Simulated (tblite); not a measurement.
Species: C₆H₁₁NO₂Si.
Cartesian coordinates in Å at the GFN2-xTB level; atoms count from 1:
```xyz
21
C6H11NO2Si angstrom
N      3.7123    1.0861   -0.7963
C      3.1364    0.2922   -0.2090
C      2.3756   -0.6981    0.5011
C      0.8723   -0.5359    0.1993
O      0.3954    0.6383    0.8089
C     -0.1475    1.6352   -0.0465
C     -1.5411    1.2226   -0.5070
Si    -2.1349   -0.1008    0.7389
C     -1.1506   -1.7157    0.4061
O      0.2360   -1.6493    0.7244
H      2.5205   -0.5797    1.5768
H      2.6926   -1.6989    0.2010
H      0.7135   -0.4783   -0.8966
H     -0.1965    2.5234    0.5861
H      0.5426    1.8348   -0.8756
H     -1.5100    0.8060   -1.5150
H     -2.2026    2.0846   -0.5457
H     -3.5265   -0.4334    0.4014
H     -2.0112    0.3325    2.1258
H     -1.2555   -2.0156   -0.6477
H     -1.5299   -2.5332    1.0178
```

All values are computed: GFN2-xTB (tblite) harmonic vibrations without scaling, gas phase. Errors from tens to a few hundred cm⁻¹ against measured bands are possible. Modes of hydrogen on silicon can be 10 to 20 % off. One conformer, not necessarily the lowest.

Harmonic wavenumbers (cm⁻¹): 44.2, 59.1, 110.8, 151.1, 166.5, 232.0, 254.9, 313.9, 340.6, 383.3, 432.1, 478.2, 514.6, 556.3, 572.2, 602.6, 657.0, 699.0, 711.8, 758.4, 792.9, 807.7, 830.5, 930.5, 990.0, 992.0, 1010.5, 1021.9, 1057.5, 1077.8, 1105.4, 1121.7, 1174.8, 1203.6, 1210.2, 1251.1, 1258.4, 1281.9, 1315.8, 1321.2, 1341.8, 1399.7, 1458.4, 1467.9, 1489.6, 2220.0, 2315.3, 2413.8, 2774.8, 2843.5, 2907.2, 2973.6, 2979.7, 2986.2, 2988.2, 2993.6, 3022.3.

A = 2181, B = 785.8, C = 622.9 MHz; mass 157.056 u (most abundant isotopes); point group C1, symmetry number 1.

What is the zero-point energy?

Half the sum of the wavenumbers: 35185 cm⁻¹ = 420.90 kJ/mol.

Give the ideal-gas entropy at 273.15 K and 1 bar in the rigid-rotor, harmonic-oscillator model (classical rotation).

Translation 170.10, rotation 124.80, vibration 120.06: S = 415.0 J/(mol K).

And Cp and H(273.15 K) − H(0)?

Cp = 167.90 J/(mol K), of which vibrations give 134.65 (their classical limit is 57 R = 473.9); H(273.15 K) − H(0) = 26.80 kJ/mol without the zero-point energy, 17.72 from vibrations.

Which modes carry the vibrational entropy at 273.15 K?

44.2 cm⁻¹: 20.45; 59.1 cm⁻¹: 18.05; 110.8 cm⁻¹: 12.91; 151.1 cm⁻¹: 10.43; 166.5 cm⁻¹: 9.67; 232.0 cm⁻¹: 7.15 J/(mol K); the other 51 give 41.41 together.

Blend soft modes into free rotors: weight 1/[1 + (100 cm⁻¹/ν̃)⁴] for the oscillator and the rest for a rotor with moment μB/(μ + B), μ = h/(8π²ν), B = 10⁻⁴⁴ kg m². What vibrational entropy results?

110.29 J/(mol K) in place of 120.06, which changes −T·S at 273.15 K by +2.67 kJ/mol.

Hindered rotation and anharmonicity are outside this model. Other conformers, if any are populated, would add a mixing term that is left out. The structure is chiral; the term R ln 2 for an equal mix with its mirror image is left out.
